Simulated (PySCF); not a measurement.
Compound: C5H10Se.
SMILES: `C=C(C)CC[SeH]`

The calculation used PySCF, TDDFT CAM-B3LYP/def2-SVPD, vertical, gas phase, core orbitals frozen in the response. One conformer (not necessarily the lowest) at the PBE0-D3(BJ)/def2-SVP geometry, without solvent, vibrations or thermal averaging. Relativistic effects, spin–orbit coupling among them, are left out although an element past zinc is present. Torsions of this conformer, `[CH2:1]=[C:2]([CH3:3])[CH2:4][CH2:5][SeH:6]`: C1–C2–C4–C5 107°, C2–C4–C5–Se6 176°, H–Se6–C5–C4 65°.

Problem. Predict the UV-vis stick spectrum at this level.

Solution. 

```
state  E (eV)  E (kJ/mol)  λ (nm)       f     main configurations (H = HOMO, L = LUMO)
   S1    4.82         465   257.5  0.0033                                    H→L (80%)
   S2    5.58         538   222.4   0.030                                  H→L+1 (91%)
   S3    6.61         638   187.5   0.020        H→L+2 (45%), H→L+3 (33%), H→L+4 (11%)
   S4    6.74         650   183.9   0.136                   H-1→L (70%), H-1→L+4 (12%)
   S5    6.82         658   181.8   0.053                     H→L+3 (43%), H→L+2 (34%)
   S6    7.07         682   175.4   0.077        H→L+5 (27%), H→L+7 (27%), H→L+4 (20%)
   S7    7.13         688   173.9   0.296                 H-1→L+2 (59%), H-1→L+1 (20%)
   S8    7.27         701   170.6   0.012         H→L+5 (49%), H→L+4 (24%), H→L+2 (9%)
   S9    7.45         719   166.3   0.029    H-1→L+4 (31%), H-1→L+1 (22%), H-2→L (13%)
  S10    7.64         737   162.2   0.013  H-1→L+2 (25%), H-1→L+1 (21%), H-1→L+4 (14%)
```

Triplets (Tamm–Dancoff): T1 4.26 eV, H-1→L+2 (49%), H-1→L (14%), H-1→L+1 (10%); T2 4.39 eV, H→L (72%); T3 5.11 eV, H→L+1 (82%); T4 6.48 eV, H-2→L (42%), H-1→L (25%).

The lowest singlet comes at 257 nm (465 kJ/mol) in the ultraviolet; it is very weak; its leading configuration is HOMO→LUMO (80%). The most intense listed level is S7 at 7.13 eV (174 nm, f = 0.296), 2.31 eV above S1. Löwdin shares by element: HOMO selenium 76%, carbon 10% or more, hydrogen 6% or more; LUMO selenium 49%, carbon 14% or more, hydrogen 9% or more (atoms not listed hold the other 28%). The oscillator strengths of these states sum to 0.669; summed over the whole spectrum of an exact calculation they would give the number of electrons, 74 (Thomas–Reiche–Kuhn). The listed states span 2.83 eV, and the widest gap between neighbours is 1.04 eV (S2 to S3). Weighted by f, the mean energy of these states is 6.95 eV. The vertical ionisation energy (ΔSCF) is 8.81 eV, 1.17 eV above S10. Only the lowest 10 singlets were computed, as vertical energies without vibronic structure.
